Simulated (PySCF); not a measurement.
C2H5AlF2 (SMILES C[CH2][Al]([F])[F]), singlet, geometry from GFN2-xTB (such geometries of metal compounds can be far from the true shape); CISD/cc-pVDZ (PySCF).

Here is a job for PySCF.
```python
from pyscf import gto, scf, ci

mol = gto.Mole()
mol.atom = '''
    Al    0.178713    0.156070    0.519070
    F     0.376616   -1.416126    0.980895
    F     0.563940    1.275851    1.668728
    C    -0.479972    0.611937   -1.304518
    C    -0.729478   -0.658694   -2.122130
    H     0.242650    1.254091   -1.817439
    H    -1.398956    1.202437   -1.237542
    H    -1.468123   -1.292894   -1.635804
    H     0.185515   -1.238859   -2.224563
    H    -1.092656   -0.410671   -3.119280
'''
mol.basis = 'cc-pvdz'
mol.charge = 0
mol.spin = 0
mol.verbose = 4
mol.max_memory = 1800
mol.build()

mf = scf.RHF(mol)
mf.kernel()

myci = ci.CISD(mf, frozen=9)
myci.kernel()
print('E(CISD) = %.10f' % myci.e_tot)
```

Output, abridged:

```
PySCF version 2.14.0

[INPUT] verbose = 4
[INPUT] num. atoms = 10
[INPUT] num. electrons = 48
[INPUT] charge = 0
[INPUT] spin (= nelec alpha-beta = 2S) = 0
[INPUT] symmetry False subgroup None
[INPUT] Mole.unit = angstrom
[INPUT] Symbol           X                Y                Z      unit          X                Y                Z       unit  Magmom
[INPUT]  1 Al     0.178713000000   0.156070000000   0.519070000000 AA    0.337718624899   0.294929556261   0.980900139478 Bohr   0.0
[INPUT]  2 F      0.376616000000  -1.416126000000   0.980895000000 AA    0.711701094129  -2.676090297876   1.853622906955 Bohr   0.0
[INPUT]  3 F      0.563940000000   1.275851000000   1.668728000000 AA    1.065692150687   2.411008965752   3.153438896393 Bohr   0.0
[INPUT]  4 C     -0.479972000000   0.611937000000  -1.304518000000 AA   -0.907015627460   1.156393335488  -2.465181744565 Bohr   0.0
[INPUT]  5 C     -0.729478000000  -0.658694000000  -2.122130000000 AA   -1.378513633895  -1.244751259894  -4.010244500723 Bohr   0.0
[INPUT]  6 H      0.242650000000   1.254091000000  -1.817439000000 AA    0.458542044126   2.369888525282  -3.434461958103 Bohr   0.0
[INPUT]  7 H     -1.398956000000   1.202437000000  -1.237542000000 AA   -2.643643700317   2.272276612044  -2.338615447646 Bohr   0.0
[INPUT]  8 H     -1.468123000000  -1.292894000000  -1.635804000000 AA   -2.774350387175  -2.443215568093  -3.091221553468 Bohr   0.0
[INPUT]  9 H      0.185515000000  -1.238859000000  -2.224563000000 AA    0.350572541999  -2.341104216953  -4.203814816841 Bohr   0.0
[INPUT] 10 H     -1.092656000000  -0.410671000000  -3.119280000000 AA   -2.064820588363  -0.776055717301  -5.894584905833 Bohr   0.0

nuclear repulsion = 218.501547414062
number of shells = 40
number of NR pGTOs = 180
number of NR cGTOs = 99
basis = cc-pvdz
ecp = {}

******** <class 'pyscf.scf.hf.RHF'> ********
method = RHF
initial guess = minao
damping factor = 0
level_shift factor = 0
DIIS = <class 'pyscf.scf.diis.CDIIS'>
diis_start_cycle = 1
diis_space = 8
diis_damp = 0
SCF conv_tol = 1e-09
SCF conv_tol_grad = None
SCF max_cycles = 50
direct_scf = True
direct_scf_tol = 1e-13
Set gradient conv threshold to 3.16228e-05
Initial guess from minao.
init E= -519.676669256005
  HOMO = -0.316463140278161  LUMO = -0.0120003330025709  gap/eV = 8.28485
cycle= 1 E= -519.485653788009  delta_E= 0.191  |g|= 0.728  |ddm|= 2.47
  HOMO = -0.448989296288745  LUMO = 0.0782676640402657  gap/eV = 14.34739
cycle= 2 E= -519.567546334525  delta_E= -0.0819  |g|= 0.471  |ddm|= 0.757
  HOMO = -0.427283609872293  LUMO = 0.0844969589897158  gap/eV = 13.92626
cycle= 3 E= -519.60291635061  delta_E= -0.0354  |g|= 0.0441  |ddm|= 0.248
  HOMO = -0.424619376952004  LUMO = 0.0875013984745872  gap/eV = 13.93552
cycle= 4 E= -519.60400860865  delta_E= -0.00109  |g|= 0.00803  |ddm|= 0.0709
  HOMO = -0.427015040183836  LUMO = 0.0865839905161954  gap/eV = 13.97574
cycle= 5 E= -519.60405944579  delta_E= -5.08e-05  |g|= 0.00307  |ddm|= 0.0158
  HOMO = -0.426742436672784  LUMO = 0.0864833327294265  gap/eV = 13.96558
cycle= 6 E= -519.604066793667  delta_E= -7.35e-06  |g|= 0.00115  |ddm|= 0.00666
  HOMO = -0.427088711949919  LUMO = 0.0864007474740687  gap/eV = 13.97276
cycle= 7 E= -519.604067759861  delta_E= -9.66e-07  |g|= 0.00028  |ddm|= 0.00263
  HOMO = -0.427069966545485  LUMO = 0.0863924953954935  gap/eV = 13.97203
cycle= 8 E= -519.604067814868  delta_E= -5.5e-08  |g|= 5.95e-05  |ddm|= 0.000706
  HOMO = -0.427066959651285  LUMO = 0.0863925759988513  gap/eV = 13.97195
cycle= 9 E= -519.604067816132  delta_E= -1.26e-09  |g|= 2.39e-05  |ddm|= 7.9e-05
  HOMO = -0.427066088442991  LUMO = 0.0863923348357343  gap/eV = 13.97192
cycle= 10 E= -519.604067816325  delta_E= -1.94e-10  |g|= 6.13e-06  |ddm|= 3.14e-05
  HOMO = -0.427065920690651  LUMO = 0.0863919438697485  gap/eV = 13.97190
Extra cycle  E= -519.604067816339  delta_E= -1.36e-11  |g|= 2.9e-06  |ddm|= 7.47e-06
converged SCF energy = -519.604067816339

******** <class 'pyscf.ci.cisd.RCISD'> ********
CISD nocc = 15, nmo = 90
frozen orbitals 9
max_cycle = 50
direct = 0
conv_tol = 1e-09
max_cycle = 50
max_space = 12
lindep = 0
nroots = 1
Init t2, MP2 energy = -0.725526194208466
RCISD converged
E(RCISD) = -520.2521363531365  E_corr = -0.6480685367973642
E(CISD) = -520.2521363531
```
